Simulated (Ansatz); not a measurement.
Relaxation of C₂H₉AlOSi (14 atoms, charge 0, multiplicity 1), to a largest force component of 0.02 eV/Å in at most 50 steps.

Theory: RKS PBE/def2-SVP (Ansatz).

```xyz
14
Properties=species:S:1:pos:R:3:forces:R:3
C -0.361 0.762 1.943 -1.44 3.39 -0.26
C -0.145 0.888 0.434 1.60 -0.03 2.07
Si 0.357 -0.771 -0.261 1.61 1.64 -2.05
O -0.782 -1.917 -0.002 -2.90 -0.39 -0.65
Al 0.830 -0.572 -2.574 -2.64 2.43 0.46
H -0.715 1.821 2.308 0.53 -1.49 -0.02
H 0.535 0.492 2.475 0.75 -0.37 0.58
H -1.189 0.102 2.131 -0.63 -0.90 0.52
H 0.669 1.647 0.284 -0.34 -0.29 -0.45
H -1.060 1.220 -0.068 -0.35 0.08 -0.50
H 1.894 -1.651 -2.298 1.42 -2.40 -0.03
H -1.630 -1.537 -0.434 1.08 -1.01 0.96
H 2.235 -0.867 -3.141 1.60 0.15 -0.10
H -0.358 -0.080 -3.529 -0.30 -0.80 -0.54
```

**Question.** Where does it end, and by what steps?

**Answer.** The run ended unconverged. After 49 steps the energy has fallen by 4.842 eV; H13 moved furthest, 1.64 Å. Parted: Al5–H14. Joined: Si3–H14.

| step | energy less start (eV) | largest force component (eV/Å) | accepted |
| --- | --- | --- | --- |
| 0 | 0.0000 | 3.389 | yes |
| 2 | -1.8904 | 1.006 | yes |
| 4 | -2.9925 | 1.659 | yes |
| 6 | -3.6569 | 1.382 | yes |
| 8 | -4.0055 | 0.848 | yes |
| 10 | -4.1094 | 0.556 | yes |
| 12 | -4.1487 | 0.244 | yes |
| 14 | -4.1791 | 0.482 | yes |
| 16 | -4.2819 | 0.210 | yes |
| 18 | -4.4212 | 0.268 | yes |
| 20 | -4.4393 | 0.796 | no |
| 22 | -4.5091 | 0.326 | yes |
| 24 | -4.5239 | 0.275 | yes |
| 26 | -4.5478 | 0.241 | yes |
| 28 | -4.5631 | 0.229 | yes |
| 30 | -4.5716 | 0.046 | yes |
| 32 | -4.5727 | 0.020 | yes |
| 34 | -4.5732 | 0.031 | yes |
| 36 | -4.5777 | 0.133 | yes |
| 38 | -4.6402 | 0.479 | yes |
| 40 | -4.7722 | 0.300 | yes |
| 42 | -4.8135 | 0.307 | yes |
| 44 | -4.8340 | 0.135 | yes |
| 46 | -4.8392 | 0.069 | yes |
| 48 | -4.8415 | 0.035 | yes |
| 49 | -4.8417 | 0.027 | yes |

```xyz
14
Properties=species:S:1:pos:R:3
C 0.147 0.688 1.505
C -0.565 1.038 0.191
Si -0.538 -0.357 -1.111
O -1.259 -1.775 -0.500
Al 1.738 -1.041 -1.800
H 0.057 1.496 2.261
H 1.235 0.512 1.347
H -0.269 -0.239 1.952
H -0.117 1.942 -0.282
H -1.631 1.301 0.382
H 2.112 -2.570 -2.118
H -2.205 -1.692 -0.284
H 2.898 0.062 -1.966
H -1.323 0.168 -2.307
```

The run took 2.5 min on 2 threads of Arm Neoverse V1, with other jobs on the host, peak memory 0.16 GiB.
